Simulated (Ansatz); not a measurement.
`[F][In]([Cl])[SeH]` and `[Cl][InH][SeH]` differ in one atom or group.

Ansatz, PBE0-D4/def2-TZVP geometries, multiplicity 1. Each molecule was computed in one conformer, which needn't be the lowest.

Elements past krypton have def2 core potentials. Scalar relativity is left out up to krypton.

| property | `[F][In]([Cl])[SeH]` |
| --- | --- |
| size of the dipole moment (ωB97M-V/def2-TZVPP) / D | 2.35 |
| HOMO–LUMO gap (PBE/def2-TZVPP) / eV | 3.44 |
| HOMO–LUMO gap (ωB97M-V/def2-TZVPP) / eV | 9.50 |
| HOMO energy (PBE0/def2-TZVPP) / eV | -8.02 |
| LUMO energy (B3LYP/def2-TZVPP) / eV | -2.88 |
| size of the dipole moment (PBE/def2-TZVPP) / D | 2.39 |

Task: What does the change do to each property? (An estimate is asked.)

Result: Ansatz gave: 
| property | `[Cl][InH][SeH]` | shift |
| --- | --- | --- |
| size of the dipole moment (ωB97M-V/def2-TZVPP) / D | 2.82 | 0.47 |
| HOMO–LUMO gap (PBE/def2-TZVPP) / eV | 4.01 | 0.57 |
| HOMO–LUMO gap (ωB97M-V/def2-TZVPP) / eV | 9.46 | -0.04 |
| HOMO energy (PBE0/def2-TZVPP) / eV | -7.52 | 0.50 |
| LUMO energy (B3LYP/def2-TZVPP) / eV | -1.97 | 0.91 |
| size of the dipole moment (PBE/def2-TZVPP) / D | 2.68 | 0.29 |

With PBE0 the HOMO rises by 0.50 eV and the LUMO rises by 0.85 eV, so the gap widens by about 0.35 eV. PBE moves the HOMO by 0.45 eV and ωB97M-V by 0.52 eV. Dipoles are sizes alone; their direction can turn.

B3LYP here is the variant with VWN-RPA as its local correlation; programs differ in this.

Spin–orbit coupling is left out; it splits and shifts lone-pair levels of the heavy atoms by tenths of an eV.
